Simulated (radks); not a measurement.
Neutral erbium inside a hard spherical wall (all orbitals vanish at R), configuration held at [Xe] 4f12 6s2 and not refilled when levels cross. All-electron calculation, scalar-relativistic Kohn-Sham, PBE, spin-unpolarised, spherical densities, finite nucleus; Fermi nuclear charge, rms radius 5.2516 fm. Program: a radial shooting solver on a logarithmic mesh with Libxc functionals. Eigenvalues in eV, with the zero of energy where the potential of the charges vanishes at infinity; a dash marks a level that is unbound or too diffuse for the functional's potential to be trusted. A positive occupied level is held by the wall or, in an anion where self-interaction has pushed it up, behind a barrier. The pressure on the wall is -dE/dV.

\begin{tabular}{lrrrrrrrrr}
R (bohr) & E (hartree) & kinetic (hartree) & e(5s) & e(5p) & e(6s) & e(4f) & e(6p, empty) & e(5d, empty) & pressure (GPa) \\ \hline
free & -13085.0344 & 14183.499 & -51.848 & -26.388 & -3.831 & -3.142 & -1.134 & -0.916 & 0 \\
20 & -13085.0344 & 14183.499 & -51.848 & -26.388 & -3.831 & -3.142 & -1.134 & -0.916 & < 0.0001 \\
15 & -13085.0344 & 14183.500 & -51.846 & -26.386 & -3.830 & -3.140 & -1.118 & -0.911 & 0.000153 \\
12 & -13085.0341 & 14183.503 & -51.818 & -26.358 & -3.809 & -3.112 & -1.030 & -0.874 & 0.00505 \\
6 & -13084.9342 & 14183.995 & -49.663 & -24.256 & -1.353 & -0.984 & 3.369 & 1.430 & 6.22 \\
5 & -13084.7668 & 14184.645 & -47.919 & -22.599 & 1.681 & 0.803 & 8.101 & 3.533 & 25.5 \\
4 & -13084.2363 & 14186.627 & -44.446 & -19.328 & 9.818 & 4.583 & 19.813 & 8.183 & 139 \\
3.5 & -13083.5338 & 14189.275 & -41.098 & -16.071 & 19.250 & 8.455 & 32.433 & 12.983 & 385 \\
3 & -13081.9446 & 14195.221 & -35.177 & -9.946 & 38.001 & 15.576 & 55.983 & 21.911 & 1250 \\
2.5 & -13077.8653 & 14209.826 & -23.414 & 3.196 & 78.766 & 29.672 & 104.03 & 40.444 & 4890 \\
2 & -13065.6649 & 14250.144 & 4.822 & 36.392 & 177.73 & 59.761 & 214.49 & 84.905 & 24600 \\
\end{tabular}
